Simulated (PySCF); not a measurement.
Cl₃Si, SMILES Cl[Si](Cl)Cl (connectivity only; charge and spin as stated), charge +1, multiplicity 1.

Geometry optimised at B3LYP-D3(BJ)/def2-SVP. The spin state was assumed, not searched. The isomer is the one that the SMILES or the coordinates give; other isomers of the formula were not compared.

Two levels are set side by side: PBE/def2-TZVPD (PySCF) and M06-2X/def2-TZVPD (PySCF). Same geometry, gas phase. Differences are taken from unrounded values.

| quantity | M06-2X |
|---|---|
| orbital gap (eV) | 9.23 |
| highest occupied level (eV) | -16.79 |
| lowest empty level (eV) | -7.56 |
| mean polarisability (bohr³) | 57.0 |

**Question.** What does PBE give, and how far is it from M06-2X? (An estimate is asked for; the answer gives what the named calculation found.)

**Answer.** 
```tsv
quantity	PBE	PBE minus M06-2X
orbital gap (eV)	4.80	-4.44
highest occupied level (eV)	-14.02	2.77
lowest empty level (eV)	-9.23	-1.67
mean polarisability (bohr³)	59.8	2.8
```

PBE's occupied levels lie high since its potential decays too fast outside the molecule; exact exchange lowers them and widens the gap. Loosely held outer electrons make PBE densities more polarisable. Differences between two approximate levels are no errors against the true value.

Rough cost on one machine, each run with all the roots and properties that it gave: M06-2X against PBE about 3 times.
